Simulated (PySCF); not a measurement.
An unknown gives this computed stick spectrum. Computed with PySCF 2.14.0, density-fitted response routines, TDDFT PBE0/def2-SVPD, vertical, gas phase, core orbitals frozen in the response. Geometries: GFN2-xTB, one conformer each.

```tsv
state	E (eV)	f
S1	5.19	0.0026
S2	5.44	0.0012
S3	5.56	0.010
S4	6.23	0.013
S5	6.47	0.0005
S6	6.91	0.277
S7	6.98	0.0018
S8	6.98	0.092
```

Question: Which structure fits? All have the formula C5H4FNO.
A. `N#C[C@H](F)OC1C=C1`
B. `N#CC/C(F)=C/C=O`
C. `c1(ccc(o1)/C=N\[H])F`
D. `Oc1c(cncc1)F`

Answer: D. Its S1 lies at 5.19 eV; the nearest of the others has S1 at 4.54 eV. S1 is HOMO-1→LUMO (99%). Löwdin shares by element: HOMO carbon 38% or more, oxygen 16%, nitrogen 15% (atoms not listed hold the other 31%); LUMO carbon 57% or more, nitrogen 16% (atoms not listed hold the other 27%). At the same level the other candidates give, for their lowest levels:
- `N#C[C@H](F)OC1C=C1`: 6.34 eV (f 0.002); 6.95 eV (f 0.031); 7.45 eV (f 0.029); 7.46 eV (f 0.024); 7.61 eV (f 0.007); T1 4.60 eV; HOMO -8.70, LUMO -0.74 eV
- `N#CC/C(F)=C/C=O`: 3.57 eV (f 0.000); 5.96 eV (f 0.484); 6.69 eV (f 0.002); 6.73 eV (f 0.007); 6.84 eV (f 0.008); T1 3.02 eV; HOMO -7.98, LUMO -2.42 eV
- `[H]/N=C\c1ccc(F)o1`: 4.54 eV (f 0.002); 4.90 eV (f 0.377); 6.33 eV (f 0.007); 6.35 eV (f 0.001); 6.71 eV (f 0.001); T1 3.01 eV; HOMO -6.93, LUMO -1.58 eV

Shape of the structure used: `[OH:1][c:2]1[cH:3][cH:4][n:5][cH:6][c:7]1[F:8]`: H–O1–C2–C3 180°.
Triplets come from the Tamm–Dancoff approximation.
